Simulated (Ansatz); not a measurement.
(CsCl)n: PBE-D4/def2-SVP single points in Ansatz on relaxed structures, gas phase. Each cluster is the lowest isomer that a short search found in that spin, judged at the geometry's level, and lower ones may exist. Core potentials for Cs, no spin–orbit coupling. Binding counts from free atoms in the multiplicity of their measured ground term, without zero-point energy. Singlets are spin-restricted. The structures are stationary points that may keep the symmetry of their start.

```json
{"species": "Cs2Cl2", "atoms": "4", "state": "singlet", "geometry": "PBE-D4/def2-TZVP", "HOMO (eV)": "-4.95", "LUMO (eV)": "-1.16", "gap (eV)": "3.79", "binding per atom (eV)": "2.62", "point group (within 0.1 Å)": "D2h"}
{"species": "Cs3Cl3", "atoms": "6", "state": "singlet", "geometry": "PBE0-D4/def2-SVP", "HOMO (eV)": "-4.56", "LUMO (eV)": "-1.52", "gap (eV)": "3.04", "binding per atom (eV)": "2.72", "point group (within 0.1 Å)": "C2v"}
```

Estimate the rows for Cs4Cl4 (singlet, PBE0-D4/def2-SVP geometry).


```tsv
species	atoms	state	geometry	HOMO (eV)	LUMO (eV)	gap (eV)	binding per atom (eV)	point group (within 0.1 Å)
Cs4Cl4	8	singlet	PBE0-D4/def2-SVP	-5.31	-1.00	4.31	2.89	Td
```

The gap (eV) runs from 3.04 (Cs3Cl3) to 4.31 (Cs4Cl4). The binding per atom (eV) runs from 2.62 (Cs2Cl2) to 2.89 (Cs4Cl4).
